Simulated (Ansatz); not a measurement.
Job for Ansatz (a quantum-chemistry and plane-wave program): R-CCSD(T)/cc-pV(T+d)Z on H5NSi2 (SMILES N[Si][SiH3]), a point of a torsion scan. Files ending in .json are basis or fitting sets from the Basis Set Exchange.

Ansatz 0.2 input:
```yaml
crystal:
  periodic: [false, false, false]
  atoms:
    - {symbol: N, position_ang: [1.91932015, -0.22755456, 0.46911611]}
    - {symbol: Si, position_ang: [0.47443359, 0.44507144, 1.15865383]}
    - {symbol: Si, position_ang: [-1.33046070, 0.01459895, -0.18380559]}
    - {symbol: H, position_ang: [2.69249116, 0.37578746, 0.24274724]}
    - {symbol: H, position_ang: [1.88701043, -0.97853895, -0.21014491]}
    - {symbol: H, position_ang: [-1.67173605, 1.36283014, -0.68708480]}
    - {symbol: H, position_ang: [-1.53967621, -0.84952136, -1.36261990]}
    - {symbol: H, position_ang: [-2.44517563, -0.35168328, 0.71034147]}
basis:
  gaussian:
    orbitals: cc-pV_T+d_Z.json
magnetization: {spin_polarized: false}
correlation: {method: ccsd_t, electrons: outside_noble_gas}
scf: {lower_state_search: off}
```

The log:

```
WARN ansatz: RAYON_NUM_THREADS=1 ignored (pool sized by the plan → 1); use --threads N
Functional definition: HF
these checks for a lower state are left out or cut short: stability, starts, cluster_reference, orbital_swaps, neighbouring_geometries, increment
integrals: 0.57 GiB planned
1037 factors; integrals over basis functions are off by at most 7.9e-4 eV
mean field: 0.48 GiB planned
mean field evaluation 1: about -17282.5497 eV, gradient 3.3e1 eV
mean field evaluation 2: about -17282.6919 eV, gradient 3.3e1 eV
mean field evaluation 4: about -17285.5214 eV, gradient 3.4e0 eV
mean field evaluation 8: about -17285.6011 eV, gradient 2.1e-1 eV
mean field evaluation 16: about -17285.6018 eV, gradient 2.8e-6 eV
mean field -17285.60183286 eV, -635.2341507558 hartree, gradient 2.8e-6 eV, S^2 0.000000; 0 other end points of the search recorded, 0 dependent functions left out
11 core orbitals not correlated
reference -17285.60183286 eV, -635.2341507558 hartree; 9, 9 occupied and 158, 158 virtual orbitals, 1037 factors
second order -12.19390200 eV of doubles, -0.00000000 eV of singles
coupled cluster: 1.60 GiB planned
cycle   1  -12.94044606 eV  change   -7.5e-1 eV  update   9.6e-2
cycle   2  -13.36957536 eV  change   -4.3e-1 eV  update   3.4e-2
cycle   3  -13.45479542 eV  change   -8.5e-2 eV  update   1.9e-2
cycle   4  -13.44413864 eV  change    1.1e-2 eV  update   6.2e-3
cycle   5  -13.44373353 eV  change    4.1e-4 eV  update   3.1e-3
cycle   6  -13.44369368 eV  change    4.0e-5 eV  update   1.2e-3
cycle   7  -13.44343367 eV  change    2.6e-4 eV  update   6.1e-4
cycle   8  -13.44376715 eV  change   -3.3e-4 eV  update   3.2e-4
cycle   9  -13.44379769 eV  change   -3.1e-5 eV  update   1.7e-4
cycle  10  -13.44368778 eV  change    1.1e-4 eV  update   8.4e-5
cycle  11  -13.44373496 eV  change   -4.7e-5 eV  update   4.0e-5
cycle  12  -13.44373577 eV  change   -8.1e-7 eV  update   1.7e-5
perturbative correction -0.54124889 eV, -0.0198905298 hartree
Total energy: -17299.58681752 eV, -635.7480894627 hartree
Checks for a lower state left out: stability, starts, cluster_reference, orbital_swaps, neighbouring_geometries, increment
```

Self-consistency was reached.

Cost: about 24 core-seconds (a rough figure).
